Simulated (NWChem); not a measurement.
**Correlation energy of AlP**

```xyz
2

Al     0.0000     0.0000     1.1825
P      0.0000     0.0000    -1.0249
```
Charge 0, spin multiplicity 3.

The numbers come from NWChem runs, not from measurements. Structure: optimised with UPBE0/def2-SVP, a minimum by its harmonic frequencies.

Basis set: cc-pVQZ. Each correlation energy counts from its own Hartree-Fock reference.

The correlated methods keep 10 core orbitals frozen. This spin state was chosen for the runs; another may lie lower. The structure started from a generated list of species. The unpaired electrons of the parent sit in orbitals of symmetry a1 and b1 (C2v labels of the run); other states weren't searched. The stability of the SCF solutions was not checked. Open-shell Hartree-Fock references start from PBE0 orbitals. Coupled-cluster values serve here as a point of comparison, not as the truth.

| method | correlation energy (mHa) |
|---|---|
| URI-MP2 | -175.2 |
| UMP2 | -175.2 |
| SCS-UMP2 | -176.9 |
| CCSD on ROHF | [?] |
| CCSD[T] on ROHF | [?] |
| CCSD(T) on ROHF | [?] |

Task: What belongs in the gaps?

Result: 
- CCSD on ROHF, correlation energy (mHa): -209.5
- CCSD[T] on ROHF, correlation energy (mHa): -224.9
- CCSD(T) on ROHF, correlation energy (mHa): -224.6
